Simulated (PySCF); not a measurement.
Species: 2-amino-3,5-dibromopyrazine, C₄H₃Br₂N₃.
Atom-mapped SMILES: `[NH2:1][c:2]1[n:3][cH:4][c:5]([Br:6])[n:7][c:8]1[Br:9]` (hydrogens: H10, H11 on N1; H12 on C4)

Method used: PBE0-D3(BJ)/def2-SVP geometry optimisation, gas phase (PySCF).

**Question.** What internal coordinates does the optimisation give?

**Answer.** 
| bond | length (Å) | order |
| --- | --- | --- |
| N1–C2 | 1.349 | single |
| C2–N3 | 1.334 | aromatic |
| N3–C4 | 1.325 | aromatic |
| C4–C5 | 1.395 | aromatic |
| C5–Br6 | 1.886 | single |
| C5–N7 | 1.321 | aromatic |
| N7–C8 | 1.302 | aromatic |
| C8–Br9 | 1.898 | single |
| C2–C8 | 1.424 | aromatic |
| N1–H10, N1–H11 | 1.010 | single |
| C4–H12 | 1.094 | single |

Bonds in one row agree within 0.01 Å and their mean is given. Orders are formal, as drawn. A selection of angles:
| angle | degrees |
| --- | --- |
| N1–C2–N3 | 118.6 |
| N1–C2–C8 | 123.1 |
| N3–C2–C8 | 118.3 |
| C2–N3–C4 | 119.2 |
| N3–C4–C5 | 120.9 |
| C4–C5–Br6 | 120.5 |
| C4–C5–N7 | 120.7 |
| Br6–C5–N7 | 118.8 |
| C5–N7–C8 | 118.7 |
| N7–C8–Br9 | 118.6 |
| C2–C8–N7 | 122.1 |
| C2–C8–Br9 | 119.3 |
| H10–N1–C2 | 120.0 |
| H11–N1–C2 | 117.8 |

Of the pairs four or more bonds apart, Br9···H10 is among the closest relative to their van der Waals radii: 2.67 Å, 88 % of the sum of Bondi's values. The 9 heavy atoms lie in one plane (0.009 Å rms). The 6-membered ring C2–N3–C4–C5–N7–C8 has internal angles of 118.3° to 122.1°; it is planar, 0.00 Å rms from its mean plane, widest ring torsion 0°. The 2 C–C bonds span 1.395 Å (C4–C5, aromatic) to 1.424 Å (C2–C8, aromatic), a spread of 0.029 Å. N1 (aniline-type nitrogen) is almost planar (angles 120.2°, 120.0° and 117.8°, sum 358.0°, 0.09 Å off the plane of its three neighbours). N7 (pyridine-type nitrogen) is bent (angle 118.7°). The 5 C–N bonds span 1.302 Å (N7–C8, aromatic) to 1.349 Å (N1–C2, drawn single), a spread of 0.047 Å.

Point group: near Cs, missed by 0.13 Å at most; the miss may be what the optimiser left on a soft mode. Whether it is a minimum is left open (no frequencies).
